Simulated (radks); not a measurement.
Polarisability of the scandium ion Sc2+, [Ar] 3d1, at imaginary frequency. Method: non-relativistic Kohn-Sham, LDA (Slater exchange, Perdew-Wang correlation), spin-polarised, spherical densities, point nucleus; open shells are filled with parallel spins first; computed with a radial shooting solver on a logarithmic mesh with Libxc functionals. Response by self-consistent Sternheimer equations with the Hartree and adiabatic LDA kernel.

| w (hartree) | alpha1(iw) (bohr^3) |
|---|---|
| 0.00266 | 4.944 |
| 0.0143 | 4.938 |
| 0.0360 | 4.909 |
| 0.0697 | 4.818 |
| 0.118 | 4.621 |
| 0.186 | 4.296 |
| 0.280 | 3.873 |
| 0.413 | 3.401 |
| 0.605 | 2.888 |
| 0.892 | 2.308 |
| 1.35 | 1.651 |
| 2.12 | 0.9915 |
| 3.59 | 0.4694 |
| 6.94 | 0.1646 |
| 17.5 | 0.03657 |

Static values: alpha1 = 4.944 bohr^3 (0.7326 angstrom^3; uncoupled 6.486). C6 = 14.68, triple-dipole C9 = 46.74 atomic units. One-pole (London) frequency 4 C6 / (3 alpha1^2) = 0.801 hartree, against 0.684 for minus the highest occupied eigenvalue. The dipole shielding factor is 0.905, as the force sum rule N/Z = 0.905 demands.
